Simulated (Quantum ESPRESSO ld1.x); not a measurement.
All-electron atom: Gd2+ in [Xe] 4f7 5d1.

Calculated with ld1.x of Quantum ESPRESSO 7.5: non-relativistic Kohn-Sham, LDA (Slater exchange, Perdew-Zunger correlation), spin-unpolarised, spherical densities, point nucleus; relativity is left out, which matters for an element this heavy.

Energy parts (Ry):
| part | energy |
|---|---|
| total | -21631.9422 |
| kinetic | 21622.8347 |
| electron-nucleus | -51276.4575 |
| Hartree | 8485.4906 |
| exchange-correlation | -463.8100 |

Orbitals (lengths in bohr, moments of r in powers of bohr; r(max) is where P^2 peaks; r(90%) holds 90 % of the orbital's charge):
[
 {"orbital": "1s", "occ.": "2", "eigenvalue (Ry)": "-3458.24", "r(max)": "0.016", "<1/r>": "63.42", "r(90%)": "0.0422"},
 {"orbital": "2s", "occ.": "2", "eigenvalue (Ry)": "-551.714", "r(max)": "0.086", "<1/r>": "14.74", "r(90%)": "0.155"},
 {"orbital": "2p", "occ.": "6", "eigenvalue (Ry)": "-525.152", "r(max)": "0.067", "<1/r>": "14.77", "r(90%)": "0.138"},
 {"orbital": "3s", "occ.": "2", "eigenvalue (Ry)": "-122.515", "r(max)": "0.241", "<1/r>": "5.555", "r(90%)": "0.381"},
 {"orbital": "3p", "occ.": "6", "eigenvalue (Ry)": "-110.660", "r(max)": "0.228", "<1/r>": "5.498", "r(90%)": "0.374"},
 {"orbital": "3d", "occ.": "10", "eigenvalue (Ry)": "-88.4953", "r(max)": "0.181", "<1/r>": "5.400", "r(90%)": "0.345"},
 {"orbital": "4s", "occ.": "2", "eigenvalue (Ry)": "-24.9584", "r(max)": "0.549", "<1/r>": "2.373", "r(90%)": "0.844"},
 {"orbital": "4p", "occ.": "6", "eigenvalue (Ry)": "-20.3252", "r(max)": "0.554", "<1/r>": "2.281", "r(90%)": "0.874"},
 {"orbital": "4d", "occ.": "10", "eigenvalue (Ry)": "-12.0489", "r(max)": "0.558", "<1/r>": "2.076", "r(90%)": "0.955"},
 {"orbital": "5s", "occ.": "2", "eigenvalue (Ry)": "-4.19721", "r(max)": "1.27", "<1/r>": "0.9259", "r(90%)": "2.04"},
 {"orbital": "5p", "occ.": "6", "eigenvalue (Ry)": "-2.93320", "r(max)": "1.39", "<1/r>": "0.8191", "r(90%)": "2.33"},
 {"orbital": "4f", "occ.": "7", "eigenvalue (Ry)": "-1.96181", "r(max)": "0.554", "<1/r>": "1.577", "r(90%)": "1.39"},
 {"orbital": "5d", "occ.": "1", "eigenvalue (Ry)": "-1.16579", "r(max)": "1.85", "<1/r>": "0.5553", "r(90%)": "3.54"}
]

The highest occupied level is 5d at -15.861 eV. Summed over all electrons, <r^2> = 43.20 bohr^2, which gives a Langevin (diamagnetic) susceptibility term of -34.2 x 10^-6 cm^3/mol. Virial ratio -V/T = 2.00042.
